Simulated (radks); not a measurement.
Values are calculated unless marked as measured or tabulated.
Spin polarisation of the 4f2 shell in the cerium ion Ce2+. Start: [Xe] 4f(up 1, down 1); electrons of 4f are moved from spin down to spin up, other shells keep equal spins. Level of theory: scalar-relativistic Kohn-Sham, r2SCAN, spin-polarised, spherical densities, finite nucleus; meta-GGA in the generalised Kohn-Sham scheme; Fermi nuclear charge, rms radius of each element as measured or else 0.836 A^(1/3) + 0.57 fm (a radial shooting solver on a logarithmic mesh with Libxc functionals).

| moment (Bohr magnetons) | E - E(0) (eV) | e(4f up) (eV) | e(4f down) (eV) | 5p down minus up (eV) |
|---|---|---|---|---|
| 0 | 0.000 | -12.242 | -12.242 | 0.000 |
| 0.5 | -0.053 | -12.444 | -12.022 | 0.225 |
| 1 | -0.211 | -12.628 | -11.784 | 0.451 |
| 1.5 | -0.476 | -12.795 | -11.527 | 0.678 |
| 2 | -0.846 | -12.945 | -11.251 | 0.908 |

At moment 2 the spin-polarisation energy is -0.846 eV and the 4f exchange splitting 1.694 eV, that is 0.847 eV per Bohr magneton; E = -I m^2/4 would give I = 0.846 eV.
